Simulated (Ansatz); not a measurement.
The same redistribution along the group Ti, Zr, Hf.

Computed with Ansatz on PBE0-D4/def2-TZVP structures; ΔE is electronic, products minus reactants. CCSD(T)/CBS is the MP2 limit (def2-TZVPP, def2-QZVPP) plus CCSD(T) − MP2 in def2-TZVPP, frozen cores. Functionals use def2-TZVPP. Elements past krypton have def2 core potentials. For Hf, Se, Ti, Zr outer-core shells are correlated without core-valence functions, which leaves a few kJ/mol of doubt a bond. Scalar relativity is left out up to krypton. Each species was taken in one conformer, which may not be the lowest.

| reaction | r2SCAN-D4 (kJ/mol) |
| --- | --- |
| `[F][Ti]([F])([F])[SH]` + `ClC[SiH2][SeH]` → `[F][Ti]([F])([F])[SeH]` + `S[SiH2]CCl` | -3 |
| `[F][Zr]([F])([F])[SH]` + `ClC[SiH2][SeH]` → `[F][Zr]([F])([F])[SeH]` + `S[SiH2]CCl` | -2 |
| `[F][Hf]([F])([F])[SH]` + `ClC[SiH2][SeH]` → `[F][Hf]([F])([F])[SeH]` + `S[SiH2]CCl` | -2 |

Give the CCSD(T)/CBS values in the same order. (Estimate.)

Ansatz gave: -2, -2, -2 kJ/mol.

Largest T1 diagnostic: 0.025, for `[F][Ti]([F])([F])[SH]`.
